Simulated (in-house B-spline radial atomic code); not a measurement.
Whole-atom quantities along the 1-electron series, configuration 1s1. Breit and QED terms are first order and not part of the total energy; the density at the nucleus is averaged over the nuclear charge. Computed with a radial B-spline atomic code at the basis-set limit: Dirac-Hartree-Fock, average of the configuration, finite nuclei.

```tsv
ion	Z	E/Z² (Eh)	Σ<r²> (bohr²)	n(0)/Z³ (bohr⁻³)	Lamb diamagnetic shielding (ppm)	self-energy (eV)	vacuum polarisation (eV)	Dirac less non-relativistic energy (Eh)
H	1	-0.50001	2.9999	0.31848	17.751	3.4725e-05	-8.8986e-07	-6.6564e-06
He+	2	?	?	?	?	?	?	?
Li2+	3	?	?	?	?	?	?	?
Be3+	4	-0.50011	0.18741	0.32047	71.032	0.0058531	-0.00022263	-0.0017044
B4+	5	-0.50017	0.11991	0.32168	88.811	0.013151	-0.00053983	-0.0041622
C5+	6	-0.50024	0.08324	0.32309	106.6	0.025378	-0.0011121	-0.0086331
N6+	7	-0.50033	0.061131	0.3247	124.42	0.044108	-0.0020477	-0.015999
```

(1) Fill in the row of He+.

(2) Fill in the row of Li2+.

(3) With what power of Z does the column «Σ<r²> (bohr²)» change over this range?

Answers

(1) E/Z² (Eh): -0.50003; Σ<r²> (bohr²): 0.74991; n(0)/Z³ (bohr⁻³): 0.31891; Lamb diamagnetic shielding (ppm): 35.505; self-energy (eV): 0.00045931; vacuum polarisation (eV): -1.4123e-05; Dirac less non-relativistic energy (Eh): -0.0001065.

(2) E/Z² (Eh): -0.50006; Σ<r²> (bohr²): 0.33324; n(0)/Z³ (bohr⁻³): 0.31955; Lamb diamagnetic shielding (ppm): 53.264; self-energy (eV): 0.002046; vacuum polarisation (eV): -7.0954e-05; Dirac less non-relativistic energy (Eh): -0.00053918.

(3) A fit of the logarithm of its size against log Z from Z = 1 to 7 has slope -2.00. Unscreened non-relativistic hydrogenic orbitals would give -2.
